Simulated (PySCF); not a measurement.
fluoroethane cation (C₂H₅F), SMILES CCF (connectivity only; charge and spin as stated), charge +1, multiplicity 2. Atoms are numbered in the order given.

```xyz
8

C     -0.1780     1.1981     0.0000
C      0.4278    -0.1139     0.0000
F     -0.3289    -1.1700     0.0000
H      0.5668     1.9924     0.0000
H     -0.8655     1.3057    -0.8627
H     -0.8655     1.3057     0.8627
H      1.3126    -0.2895     0.7383
H      1.3126    -0.2895    -0.7383
```
Charge +1, spin multiplicity 2.

The structure is a stationary point at PBE0-D3(BJ)/def2-TZVP. The multiplicity is an assumed one; other spin states were not compared.

All values below come from PBE0/pcH-1 (PySCF).

Unrestricted Kohn–Sham, ⟨S²⟩ = 0.753. Hyperfine tensors hold the contact and dipolar terms, without spin-orbit corrections.

Computed hyperfine couplings:
```csv
nucleus,A(iso) (MHz),A(iso) (G),dipolar principal values (MHz)
13C no. 1,-22.4,-8.0,"-10.2, -7.9, 18.2"
13C no. 2,-34.3,-12.2,"-34.4, -30.4, 64.8"
19F no. 3,131.3,46.9,"-393.4, -377.8, 771.2"
1H no. 4,-5.2,-1.9,"-3.6, -2.3, 5.9"
1H no. 5,183.3,65.4,"-8.6, -5.4, 14.0"
1H no. 6,183.3,65.4,"-8.6, -5.4, 14.0"
1H no. 7,533.0,190.2,"-20.1, -18.4, 38.5"
1H no. 8,533.0,190.2,"-20.1, -18.4, 38.5"
```

### Question
And the g tensor (effective nuclear charges for spin-orbit coupling, GIAO)? (The exact figures need the calculation; the answer reports its results.)

### Answer
principal values 2.0021, 2.0077, 2.0131; isotropic 2.0076.
